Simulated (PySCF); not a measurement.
Compound: 2,5-dimethylanisole, C₉H₁₂O.
Bonds: C1–O2, O2–C3, C3–C4 (aromatic), C4–C5 (aromatic), C5–C6, C5–C7 (aromatic), C7–C8 (aromatic), C8–C9 (aromatic), C9–C10, C3–C9 (aromatic). Hydrogens: H11, H12, H13 on C1; H14 on C4; H15, H16, H17 on C6; H18 on C7; H19 on C8; H20, H21, H22 on C10.

The same species was optimised twice, with GFN2-xTB and with PBE0-D3(BJ)/def2-SVP (PySCF), and the same property calculations (PySCF, gas phase) were run on both structures.

```
     coordinate  GFN2-xTB  PBE0-D3(BJ)/def2-SVP  change
      O2–C3 (Å)     1.368                 1.353  -0.015
      C4–C5 (Å)     1.391                 1.402  +0.011
      C7–C8 (Å)     1.386                 1.396  +0.010
      C8–C9 (Å)     1.382                 1.391  +0.009
      C5–C7 (Å)     1.385                 1.394  +0.009
      C3–C4 (Å)     1.387                 1.395  +0.008
      C1–O2 (Å)     1.404                 1.398  -0.006
      C3–C9 (Å)     1.403                 1.410  +0.007
      C5–C6 (Å)     1.500                 1.502  +0.002
     C9–C10 (Å)     1.497                 1.497   0.000
   C3–C9–C8 (°)     118.4                 117.5    -0.9
   C4–C3–C9 (°)     120.1                 120.8    +0.7
  C8–C9–C10 (°)     122.2                 122.8    +0.6
   O2–C3–C4 (°)     124.4                 123.9    -0.5
   C1–O2–C3 (°)     118.5                 119.0    +0.5
   C7–C8–C9 (°)     121.4                 121.9    +0.5
   C4–C5–C7 (°)     118.9                 118.5    -0.4
   C4–C5–C6 (°)     120.0                 120.3    +0.3
C1–O2–C3–C4 (°)         0                    -1      -1
```

Rotational constants: A = 1871, B = 1173, C = 731.0 MHz (GFN2-xTB) against A = 1863, B = 1165, C = 726.6 MHz (PBE0-D3(BJ)/def2-SVP).

On the GFN2-xTB structure: HOMO (eV) -6.16 [PBE0/pcSseg-1]; LUMO (eV) 0.13 [PBE0/pcSseg-1]; dipole (D) 1.47 [PBE0/pcSseg-1]; GIAO shielding of C1 (ppm) 131.2 [PBE0/pcSseg-1]; GIAO shielding of O2 (ppm) 233.6 [PBE0/pcSseg-1]; GIAO shielding of C3 (ppm) 22.3 [PBE0/pcSseg-1]; GIAO shielding of C4 (ppm) 74.6 [PBE0/pcSseg-1]; GIAO shielding of C5 (ppm) 45.3 [PBE0/pcSseg-1]; GIAO shielding of C6 (ppm) 162.7 [PBE0/pcSseg-1]; GIAO shielding of C7 (ppm) 61.3 [PBE0/pcSseg-1]; GIAO shielding of C8 (ppm) 51.4 [PBE0/pcSseg-1].

What do these properties become on the PBE0-D3(BJ)/def2-SVP structure?

| property | level | on GFN2-xTB | on PBE0-D3(BJ)/def2-SVP | change |
| --- | --- | --- | --- | --- |
| HOMO (eV) | PBE0/pcSseg-1 | -6.16 | -6.13 | +0.03 |
| LUMO (eV) | PBE0/pcSseg-1 | 0.13 | 0.04 | -0.09 |
| dipole (D) | PBE0/pcSseg-1 | 1.47 | 1.48 | +0.01 |
| energy, GFN2-xTB geometry as zero (kcal/mol) | PBE0/pcSseg-1 | 0.0 | -0.3 | -0.3 |
| GIAO shielding of C1 (ppm) | PBE0/pcSseg-1 | 131.2 | 130.6 | -0.6 |
| GIAO shielding of O2 (ppm) | PBE0/pcSseg-1 | 233.6 | 233.4 | -0.2 |
| GIAO shielding of C3 (ppm) | PBE0/pcSseg-1 | 22.3 | 22.0 | -0.3 |
| GIAO shielding of C4 (ppm) | PBE0/pcSseg-1 | 74.6 | 72.8 | -1.8 |
| GIAO shielding of C5 (ppm) | PBE0/pcSseg-1 | 45.3 | 42.9 | -2.4 |
| GIAO shielding of C6 (ppm) | PBE0/pcSseg-1 | 162.7 | 161.1 | -1.6 |
| GIAO shielding of C7 (ppm) | PBE0/pcSseg-1 | 61.3 | 59.2 | -2.1 |
| GIAO shielding of C8 (ppm) | PBE0/pcSseg-1 | 51.4 | 48.8 | -2.6 |

The heavy atoms differ by 0.014 Å rms after alignment. Among bonds between heavy atoms O2–C3 changes most (-0.015 Å). Changes are differences of the printed values. Neither structure is proved a minimum here.

The values belong to the conformer `[CH3:1][O:2][c:3]1[cH:4][c:5]([CH3:6])[cH:7][cH:8][c:9]1[CH3:10]`: C1–O2–C3–C4 -1°.
